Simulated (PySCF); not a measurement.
First SCF of a structure search on doublet CoHCl, at a hand-made linear geometry. PySCF input:

```python
from pyscf import gto, scf, dft
mol = gto.M(atom='''
Co     0.000000     0.000000     0.000000
H      0.000000     0.000000    -1.430000
Cl     0.000000     0.000000     2.100000''',
    basis={'Co': 'def2-TZVP', 'H': 'def2-TZVP', 'Cl': 'def2-TZVP'},
    charge=0, spin=1)
mf = dft.UKS(mol, xc='PBE0')
mf.grids.atom_grid = (50, 194)
aux = {'Co': 'def2-universal-JKFIT', 'H': 'def2-universal-JKFIT', 'Cl': 'def2-universal-JKFIT'}
mf = mf.density_fit(auxbasis=aux)
mf.conv_tol = 1e-08
mf.diis_space = 10
mf.max_cycle = 60
mf.init_guess = 'minao'
mf.verbose = 4
mf.kernel()
```

Excerpt of the output (cycles alone):

```
init E= -1842.28258102442
cycle= 1 E= -1826.643762634  delta_E= 15.6  |g|= 5.71  |ddm|=   20
cycle= 2 E= -1795.17684092815  delta_E= 31.5  |g|= 11.5  |ddm|= 21.9
cycle= 3 E= -1832.8657314281  delta_E= -37.7  |g|= 6.79  |ddm|= 7.94
cycle= 4 E= -1830.18487323234  delta_E= 2.68  |g|= 6.48  |ddm|= 2.76
cycle= 5 E= -1835.57728640048  delta_E= -5.39  |g|= 5.72  |ddm|= 2.65
cycle= 6 E= -1838.73376179888  delta_E= -3.16  |g|= 4.32  |ddm|= 1.28
cycle= 7 E= -1840.31407845229  delta_E= -1.58  |g|=  3.4  |ddm|= 0.478
cycle= 8 E= -1841.0375934286  delta_E= -0.724  |g|= 3.01  |ddm|= 0.33
cycle= 9 E= -1840.8308621478  delta_E= 0.207  |g|= 3.12  |ddm|= 0.112
cycle= 10 E= -1840.79543706111  delta_E= 0.0354  |g|= 3.06  |ddm|= 0.254
cycle= 11 E= -1841.48956612069  delta_E= -0.694  |g|= 2.63  |ddm|= 0.341
cycle= 12 E= -1837.69558144351  delta_E= 3.79  |g|= 4.38  |ddm|= 4.93
cycle= 13 E= -1842.9226434941  delta_E= -5.23  |g|= 0.83  |ddm|= 4.81
... 13 lines left out ...
cycle= 27 E= -1843.14412418138  delta_E= 3.83e-05  |g|= 0.00327  |ddm|= 0.00743
cycle= 28 E= -1843.14412513192  delta_E= -9.51e-07  |g|= 0.0019  |ddm|= 0.024
cycle= 29 E= -1843.14413232315  delta_E= -7.19e-06  |g|= 0.00342  |ddm|= 0.0126
cycle= 30 E= -1843.14413551206  delta_E= -3.19e-06  |g|= 0.000885  |ddm|= 0.00182
cycle= 31 E= -1843.14413720874  delta_E= -1.7e-06  |g|= 0.000307  |ddm|= 0.00281
cycle= 32 E= -1843.14413800026  delta_E= -7.92e-07  |g|= 0.000491  |ddm|= 0.00287
cycle= 33 E= -1843.14413814189  delta_E= -1.42e-07  |g|= 0.000102  |ddm|= 0.00121
cycle= 34 E= -1843.14413814917  delta_E= -7.28e-09  |g|= 1.85e-05  |ddm|= 0.000266
Extra cycle  E= -1843.14413815058  delta_E= -1.41e-09  |g|= 3.12e-05  |ddm|= 5.98e-05
converged SCF energy = -1843.14413815058  <S^2> = 0.78358425  2S+1 = 2.0333069
```

This is not the lowest solution: another start and a stability analysis within the same unrestricted form found one 106.8 kJ/mol lower, at -1843.18482 Eh.

With open d or f shells other occupations or spin states may lie lower.

The search for the lowest solution, 3 starts and the stability check together, took 41 s on 2 threads of a shared Arm Neoverse V1 host, with 88 basis functions; the process peaked at 0.42 GiB. Launch command: `OMP_NUM_THREADS=2 python axn.py task.json out`.
